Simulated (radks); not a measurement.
Spherical jellium clusters: N electrons in a uniform positive sphere of charge N and radius rs N^(1/3), rs = 4.34 bohr. Method: non-relativistic Kohn-Sham, LDA (Slater exchange, Perdew-Wang correlation), spin-polarised, spherical densities; computed with a radial shooting solver with Libxc functionals. Levels are named by radial order and angular momentum (1s, 1p, 1d, 2s, ...), and open shells are averaged over m.

N = 11, configuration 1s2 1p6 1d(up 3, down 0). This is the lowest configuration that the search found. Occupied and some empty levels:

level,occupation,eigenvalue (eV),<r> (bohr)
1s up,1,-4.4805,6.289
1s down,1,-4.2406,6.083
1p up,3,-3.5897,7.444
1p down,3,-3.2887,7.402
1d up,3,-2.4662,8.411
1d down,0,-2.1536,8.487
2s up,0,-1.9327,7.633
2s down,0,-1.7792,7.803
1f up,0,-1.2077,9.477
1f down,0,-0.92142,9.719
2p up,0,-0.81839,10.42
2p down,0,-0.68025,10.82

Energy (eV): total -19.3785, kinetic 16.920, external -402.45, Hartree 198.38, exchange-correlation -36.899, background 204.68.
